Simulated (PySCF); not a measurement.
Dipole moment and polarisability of `CO[SiH2]SCCS`

Species: C3H10OS2Si.
Atom-mapped SMILES: `[CH3:1][O:2][SiH2:3][S:4][CH2:5][CH2:6][SH:7]` (hydrogens: H8, H9, H10 on C1; H11, H12 on Si3; H13, H14 on C5; H15, H16 on C6; H17 on S7)

Geometry (GFN2-xTB, Å), atoms numbered from 1 in this order:
```xyz
17
C3H10OS2Si angstrom
C      3.1814    0.0974    0.6391
O      1.8365    0.3647    0.3707
Si     1.1119    0.4855   -1.0690
S     -0.9068    0.9526   -0.5747
C     -1.2347   -0.3225    0.7095
C     -2.6598   -0.2270    1.2105
S     -3.8751   -0.7911   -0.0286
H      3.8257    0.8307    0.1506
H      3.4533   -0.8988    0.2841
H      3.3245    0.1513    1.7184
H      1.1570   -0.7878   -1.7837
H      1.5879    1.5955   -1.8758
H     -1.0452   -1.3017    0.2700
H     -0.5367   -0.1422    1.5270
H     -2.8018   -0.8829    2.0701
H     -2.9083    0.7972    1.4874
H     -3.5168    0.0909   -0.9559
```

Level: PBE0/def2-SVPD (PySCF), static field, nuclei fixed, core orbitals frozen in the response. The polarisability tensor in these axes (au):

```
x   136.68   6.06  -4.07
y     6.06  93.21  -3.76
z    -4.07  -3.76 100.25
```

Q: Diagonalise the tensor; give its mean and Δα, where Δα² is half the sum of the squared differences of the eigenvalues.

A: Principal values 91.21, 100.87 and 138.06 au; mean 110.05 au = 16.31 Å³ = 18.14 × 10⁻⁴⁰ C²·m²/J; Δα = 42.85 au (39 % of the mean).

Q: What is the dipole moment, and where does it point?

A: (3.32, -0.42, 1.09) D, 3.52 D in size, pointing from the negative to the positive side. Measured along this direction, the outermost atoms are H17 and S7 at the negative end and H10 and H8 at the positive end.

Q: Give the principal axes and the span of the nuclei along them.

A: Largest value along (0.98, 0.14, -0.12), where the nuclei span 7.78 Å; middle along (0.16, -0.33, 0.93), 4.10 Å; least along (-0.09, 0.93, 0.35), 2.99 Å. The response follows the extents in order.

Q: Orientational against electronic polarisability at 250 K (dilute gas, rigid molecules)?

A: In Gaussian units μ²/3kT = 119.68 Å³ against 16.31 Å³, a ratio of 7.34; the Debye molar polarisation (4π/3)N_A(α + μ²/3kT) is 343.0 cm³/mol, leaving out the vibrational part.

Q: What are the principal values of the traceless quadrupole moment, Θ = ½Σq(3rr − r²1), about the centre of nuclear charge?

A: -8.00, 2.77, 5.24 D·Å. The values depend on the origin, since the dipole doesn't vanish. The electronic extent ⟨r²⟩ about the same centre is 2098 bohr², a root-mean-square distance of 2.68 Å for the 82 electrons.

Q: Rayleigh depolarisation ratio (linearly polarised light, static tensor)?

A: ρ = 3Δα²/(45ᾱ² + 4Δα²) = 5508.2/(544963 + 7344.2) = 0.00997.

Q: Find the Langevin capture rate constant for O2+ (31.990 u) meeting this molecule (153.994 u), k = 2.342 × 10⁻⁹ cm³/s × √(α in Å³ / reduced mass in u).

A: The reduced mass is 26.49 u, so k = 1.84 × 10⁻⁹ cm³/s. The formula leaves out the permanent dipole, which adds to the capture rate.

The structure is a single GFN2-xTB conformer in the gas phase; no vibrational or solvent corrections.
